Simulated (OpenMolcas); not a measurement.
# Pt2+: moving or changing the point charges

Pt2+ among 6 point charges of -1.7 e arranged as an octahedron (Oh), 2.11 Å from the ion.
```
   2.1100    0.0000    0.0000  -1.70
   0.0000    2.1100    0.0000  -1.70
  -2.1100    0.0000    0.0000  -1.70
   0.0000   -2.1100    0.0000  -1.70
   0.0000    0.0000    2.1100  -1.70
   0.0000    0.0000   -2.1100  -1.70
```

- Program: OpenMolcas 26.06
- Method: CASSCF
- Basis: ANO-RCC-VDZP [7s6p4d2f]
- Scalar Hamiltonian: DKH2, point nucleus
- Active space: 8 electrons in 5 orbitals (5d)
- State averaging: 2S+1 = 3 even, 10 roots; 2S+1 = 1 even, 15 roots
- Spin-orbit coupling: RASSI with atomic mean-field integrals over the reference wave functions

Runs around this geometry, states (labels of O, the rotations of Oh). Energies in cm-1 above the lowest state or level, χT in cm3 K/mol; 10Dq and B are least-squares fits to the states below 45000 cm-1, weighted by degeneracy, with a free offset, and given where the rms deviation is under 5 % of |10Dq| (or 100 cm-1) and under 700 cm-1.

```tsv
R (Å)	q (e)	Ground state	First state of that spin	10Dq	B (rms of fit)	First gap with spin-orbit (degeneracies)	χT at 300 K	First state of another spin
2.11	-1.36	3A2	3T2 7489	7200	849 (121)	5439 (3, 2)	2.449	1E 13469
1.99	-1.7	3A2	3T2 11974	11490	875 (173)	8644 (3, 2)	2.176	1E 13855
2.11	-1.7	3A2	3T2 9331	9012	848 (145)	6828 (3, 2)	2.333	1E 13670
2.25	-1.7	3A2	3T2 7058	6778	849 (120)	5115 (3, 2)	2.477	1E 13448
```

Taking |10Dq| as R^-n, n = -ln(6778 / 11490) / ln(2.25 / 1.99) = 4.3 between the shortest and longest distance. The point-charge formula for a cubic d site gives n = 5.

Scaling the charges by -1.36 / -1.7 = 0.80 scales |10Dq| by 7200 / 9012 = 0.80; with fixed orbitals a first-order splitting would follow the charge.

Without dynamic correlation the repulsion within the d shell is too large (B by tens of per cent), so at a given field states of lower spin stand too high. Real 4d8 and 5d8 ions are as a rule square planar and diamagnetic. Point charges carry no covalency, so the field is a model and not that of real ligands. No measured value stands beside these numbers.
